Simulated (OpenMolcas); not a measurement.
Cr2+ (d4) on a cation site of an ionic host was computed by SS-CASPT2, IPEA 0.25 Eh, imaginary shift 0.1 Eh with the d shell active (OpenMolcas, ANO-RCC-VDZP on the metal). Its lowest spin-free states, and all those of the highest spin:

```
2S+1  Degeneracy  E (cm-1)
   5           2         0
   5           3      8450
   3           3     12090
   3           3     17250
   3           2     17720
   3           3     18160
   3           1     19270
   1           3     20050
   3           1     20150
   1           2     21390
   1           1     23010
   3           5     24620
```

Task: Is the site octahedral, tetrahedral or cube-like, axial, or of lower symmetry?

Result: The states with 2S+1 = 5 have orbital degeneracies 2, 3. Threefold states need a cubic site. For d4 at this spin an octahedron puts the twofold E below the threefold T2 and a tetrahedron or cube puts the threefold T2 below the twofold E, so the site is octahedral. The first gap at this spin, 8450 cm-1, is |10Dq| in ligand-field theory. The run had Cr2+ with its 6 nearest fluoride ions at 2.164 Å, on the Ca site of CsCaF3 (a = 4.526 Å, distance in the model lattice 2.263 Å). The rest of the host is ab initio model potentials to 7.6 Å, with orthogonalisation functions on the cations behind the ligands, and point charges beyond; the distance is set by hand and nothing relaxes. Ligand basis ANO-RCC-VDZP.

Roots that are degenerate in the reference are averaged as groups; the widest CASPT2 spread within a group is 2300 cm-1 (the 5-fold group of multiplicity 3 near 24600 cm-1 above the lowest state of its run). Shifts and gaps below about the spread of the groups concerned are not significant. Over all roots computed the reference weight is 0.73 to 0.74; a low but even weight reflects the number of correlated electrons. An orbital doublet at a regular site is open to a Jahn-Teller distortion, which this geometry leaves out. Ligand-to-metal charge-transfer states are missing. These CASPT2 states fit no ligand-field parameters well, so their order and spin gaps are uncertain. With no ligand orbital active B as a rule stays too high, so bands that hang on it stand too high and its fall with covalency is understated. With one d shell and no ligand orbital active, 10Dq can be off by tens of per cent for divalent 3d ions, low with halides held by bare charges and at times high in hosts. Free-ion shares, where given, are those of the reference states; single-state CASPT2 does not remix them. A group larger than the point group allows holds several states that coincide in this model. No measured value stands beside these numbers; the geometry was set by hand and not optimised.
